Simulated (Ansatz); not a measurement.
`C=NB(F)Br` + `C=C` → `C=NBF` + `C=CBr`  (formal exchange of groups at a B–Br bond)

Isolated molecules relaxed with PBE0-D4/def2-TZVP in Ansatz; ΔE leaves out vibrations. CBS: MP2 limit from def2 TZ/QZ plus the TZ coupled-cluster correction, frozen cores. This one scheme is used for every species. Functionals use def2-TZVPP. For Br outer-core shells are correlated without core-valence functions, which leaves a few kJ/mol of doubt a bond. Scalar relativity is left out up to krypton. Each species was taken in one conformer, which may not be the lowest.

```tsv
level	ΔE (kJ/mol)
BLYP-D4	109.9
CCSD/CBS(def2)	121.9
```

What does CCSD(T)/CBS give? (Best estimate.)

Ansatz gave: +120.8 kJ/mol. The listed levels differ from it by -10.9, 1.1 kJ/mol.

Largest T1 diagnostic among the species: 0.014.

At CCSD(T), def2-SVP lies +7.4 kJ/mol from the extrapolated value and def2-TZVPP −2.0 kJ/mol. From PBE to PBE0 (25 % exact exchange), in def2-TZVPP and without D4, ΔE moves by +6.1 kJ/mol. Leaving LDA and LC-ωPBE aside and taking each functional with its dispersion term where it has one, the values, not all of them listed here, spread over 11.8 kJ/mol, from BLYP-D4 to r2SCAN0-D4.
